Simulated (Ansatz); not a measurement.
An input meant for Si₂₀H₃₀⁻, a nanocrystal cut from cubic silicon (charge -1, doublet).

```yaml
crystal:
  periodic: [false, false, false]
  atoms:
    - {symbol: Si, position_ang: [-2.029472, -2.031112, -0.701981]}
    - {symbol: Si, position_ang: [-2.165312, 0.793035, -3.402576]}
    - {symbol: Si, position_ang: [-2.031693, 0.703163, 2.028033]}
    - {symbol: Si, position_ang: [-2.165648, 3.401279, -0.797819]}
    - {symbol: Si, position_ang: [0.795079, -2.169025, -3.399194]}
    - {symbol: Si, position_ang: [0.700846, -2.029489, 2.031793]}
    - {symbol: Si, position_ang: [3.402314, -2.166379, -0.789976]}
    - {symbol: Si, position_ang: [0.677455, 0.675970, -0.676403]}
    - {symbol: Si, position_ang: [0.792190, 3.402058, 2.165818]}
    - {symbol: Si, position_ang: [3.399193, 0.795404, 2.170977]}
    - {symbol: Si, position_ang: [-3.398793, -0.796000, -2.169747]}
    - {symbol: Si, position_ang: [-0.792505, -3.403247, -2.165541]}
    - {symbol: Si, position_ang: [-0.677136, -0.676744, 0.676880]}
    - {symbol: Si, position_ang: [-0.699718, 2.029046, -2.031734]}
    - {symbol: Si, position_ang: [-3.400960, 2.167621, 0.788994]}
    - {symbol: Si, position_ang: [-0.796203, 2.168735, 3.399335]}
    - {symbol: Si, position_ang: [2.031393, -0.703369, -2.028703]}
    - {symbol: Si, position_ang: [2.167170, -3.400351, 0.796687]}
    - {symbol: Si, position_ang: [2.164785, -0.792868, 3.403778]}
    - {symbol: Si, position_ang: [2.029903, 2.030011, 0.702733]}
    - {symbol: H, position_ang: [-2.902622, -2.902283, 0.173073]}
    - {symbol: H, position_ang: [-1.427940, 0.096929, -4.516148]}
    - {symbol: H, position_ang: [-3.130778, 1.768558, -4.033851]}
    - {symbol: H, position_ang: [-2.904967, -0.171155, 2.899825]}
    - {symbol: H, position_ang: [-3.129766, 4.033051, -1.774329]}
    - {symbol: H, position_ang: [-1.428558, 4.514315, -0.100610]}
    - {symbol: H, position_ang: [0.096517, -1.430533, -4.510513]}
    - {symbol: H, position_ang: [1.769963, -3.133066, -4.033539]}
    - {symbol: H, position_ang: [-0.174786, -2.901753, 2.903280]}
    - {symbol: H, position_ang: [4.038593, -3.130981, -1.763051]}
    - {symbol: H, position_ang: [4.512118, -1.426226, -0.090740]}
    - {symbol: H, position_ang: [0.094785, 4.513501, 1.426466]}
    - {symbol: H, position_ang: [1.766435, 4.036103, 3.130718]}
    - {symbol: H, position_ang: [4.513416, 0.098152, 1.435620]}
    - {symbol: H, position_ang: [4.029595, 1.771659, 3.136264]}
    - {symbol: H, position_ang: [-4.029458, -1.771886, -3.135230]}
    - {symbol: H, position_ang: [-4.512836, -0.099268, -1.433627]}
    - {symbol: H, position_ang: [-1.767335, -4.036309, -3.130515]}
    - {symbol: H, position_ang: [-0.095304, -4.515395, -1.427079]}
    - {symbol: H, position_ang: [0.176548, 2.899886, -2.903995]}
    - {symbol: H, position_ang: [-4.511465, 1.428755, 0.089516]}
    - {symbol: H, position_ang: [-4.036319, 3.132280, 1.762621]}
    - {symbol: H, position_ang: [-1.771423, 3.133555, 4.032000]}
    - {symbol: H, position_ang: [-0.099031, 1.430806, 4.511884]}
    - {symbol: H, position_ang: [2.903211, 0.171562, -2.901342]}
    - {symbol: H, position_ang: [1.429588, -4.512511, 0.098572]}
    - {symbol: H, position_ang: [3.131049, -4.033388, 1.772600]}
    - {symbol: H, position_ang: [3.129399, -1.767755, 4.037289]}
    - {symbol: H, position_ang: [1.425686, -0.095915, 4.515666]}
    - {symbol: H, position_ang: [2.902829, 2.901583, -0.172148]}
basis:
  gaussian: {orbitals: def2-SVP, fitting: {mean_field: def2-universal-jkfit}, nuclear_model: gaussian}
total_charge: -1
magnetization: {spin_polarized: true, initial_magnetization: 1}
hamiltonian: {xc: {name: revPBE0}}
scf: {max_iter: 3}
output: {forces: true}
```

```sh
$ ansatz run in.yaml --threads 2 --pin off --events-out ev --progress --plain --max-ram 32768MiB --backend cuda --devices 0, --max-vram 18GiB
```

Shortened log:

```
Error: invalid value for `basis.gaussian`: such a run doesn't read scf.max_iter; remove what it names
```

In this input the input holds a key that doesn't belong there. The program refused the input.
